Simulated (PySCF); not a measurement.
This PySCF input asks for the NMR shieldings of `C#CP(CC=C)C(F)(F)F`, C6H6F3P; the geometry comes from GFN2-xTB.

```python
import basis_set_exchange as bse
import numpy as np
from pyscf import gto, dft
from pyscf.prop import nmr

atoms = """
C     3.213497   -1.114219   -0.572814
C     2.242377   -0.756148    0.038857
P     0.892897   -0.285611    1.069355
C    -0.481182   -1.024592    0.036021
C    -1.806489   -0.500361    0.482703
C    -2.566158    0.289875   -0.253264
C     0.785173    1.462177    0.336873
F     0.603935    1.499764   -0.992389
F     1.907818    2.149079    0.592137
F    -0.226279    2.154608    0.881712
H     4.044395   -1.410303   -1.144525
H    -0.299236   -0.811508   -1.021191
H    -0.419096   -2.105264    0.199536
H    -2.116949   -0.798921    1.475504
H    -2.267992    0.605143   -1.240051
H    -3.514310    0.655226    0.100126
"""
names = dict.fromkeys(["C", "P", "F", "H"], "pcSseg-1")
basis = {el: gto.basis.parse(bse.get_basis(n, elements=[el], fmt="nwchem")) for el, n in names.items()}
mol = gto.M(atom=atoms, basis=basis, charge=0, verbose=0)
mf = dft.RKS(mol, xc="PBE0")
mf.grids.level = 2
mf.grids.alignment = dft.numint.BLKSIZE   # the property module wants whole blocks of grid points
mf.conv_tol = 1e-9
mf.kernel()

calc = nmr.RKS(mf)   # GIAO
C = mf.mo_coeff
Co = C[:, mf.mo_occ > 0]
resp = mf.gen_response(singlet=True, hermi=2)
def vind(x):   # induced exchange potential for any number of trial vectors
    d = np.einsum("pi,xij,qj->xpq", C, 2 * x.reshape(-1, C.shape[1], Co.shape[1]), Co, optimize=True)
    return np.einsum("xpq,pi,qj->xij", resp(d - d.transpose(0, 2, 1)), C, Co, optimize=True).ravel()
mo1, _ = nmr.rhf.solve_mo1(calc, with_cphf=vind)
sigma = calc.kernel(mo1)
for i, s in enumerate(sigma):   # ppm
    print("%2d %-2s %9.2f" % (i, mol.atom_pure_symbol(i), np.trace(s) / 3))
```

Q: Give the expected output.

A: 
```
 0 C      82.21
 1 C     104.24
 2 P     378.97
 3 C     146.66
 4 C      49.11
 5 C      57.53
 6 C      46.70
 7 F     245.58
 8 F     232.45
 9 F     231.71
10 H      29.16
11 H      28.21
12 H      28.82
13 H      25.64
14 H      25.94
15 H      26.13
```

These numbers come from an equivalent density-fitted implementation of the same equations, which agrees with the script to about 0.01 ppm for H and up to a few tenths of a ppm for heavy atoms, so last digits may differ.

Size and cost of the density-fitted run: 207 basis functions, about 90 core-seconds.
